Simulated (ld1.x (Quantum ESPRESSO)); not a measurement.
Rh: one change to an RRKJ potential, before and after

Rh, norm-conserving RRKJ (Kleinman–Bylander form), made with ld1.x (Quantum ESPRESSO) 7.5 (PBE, scalar-relativistic). Core [Ar] 3d10, reference 4s2 4p6 4d8 5s0 5p0 (charge +1). Waves: 4p (bound): rc 1.50 bohr; 4d (bound): rc 1.85 bohr; 4s (bound): rc 1.10 bohr. Local part: the s channel. Core correction: Bessel-smoothed model core inside 1.00 bohr.

Change: all radii but the core radius scaled by about 1.16 (s 1.28, p 1.74, d 2.14 bohr).

Cutoffs: the cutoffs (Ry, on a coarse ladder) from which the occupation-weighted sum of valence levels, in a spherical-Bessel basis at the reference potential, stays within 10 and 1 mRy of its value at 400 Ry; they do not see the model core or the augmentation charge, which bear on the density cutoff. Errors are all-electron minus pseudo energies relative to the spin-unpolarised reference configuration.

Question: What does the change do?

Answer: The potential gets softer (120 Ry and 200 Ry → 90 Ry and 160 Ry); of the 7 tests that both files solve, the error grows in 7 and shrinks in 0 by more than 15 % and 0.3 meV (median size 75.7 → 249.6 meV); neither file shows a bound ghost. A larger radius leaves more room for a smooth pseudo-wave, so fewer plane waves are needed. More of the atom is replaced by a form fitted at one configuration, so other configurations suffer.

| quantity | base | changed |
| --- | --- | --- |
| cutoff, loose | 120 Ry | 90 Ry |
| cutoff, tight | 200 Ry | 160 Ry |
| loose cutoff by channel (10 mRy a level) | p 30 Ry, d 40 Ry, s 110 Ry | p 30 Ry, d 30 Ry, s 80 Ry |
| bound ghosts | none | none |
| error for 4s2 4p6 4d8 5s1 5p0, meV [ΔE -7.46 eV] | +102 | +300 |
| error for 4s2 4p6 4d7 5s0 5p0, meV [ΔE 19.51 eV] | +0.5 | +3.6 |
| error for 4s2 4p6 4d6 5s0 5p0, meV [ΔE 52.02 eV] | +14 | +54 |
| error for 4s2 4p6 4d7 5s2 5p0, meV [ΔE -4.98 eV] | +262 | +771 |
| error for 4s2 4p6 4d7 5s1 5p0, meV [ΔE 3.67 eV] | +166 | +490 |
| error for 4s2 4p6 4d9 5s0 5p0, meV [ΔE -8.37 eV] | -1.1 | -3.1 |
| error for 4s2 4p6 4d5 5s0 5p0, meV [ΔE 98.96 eV] | +76 | +250 |
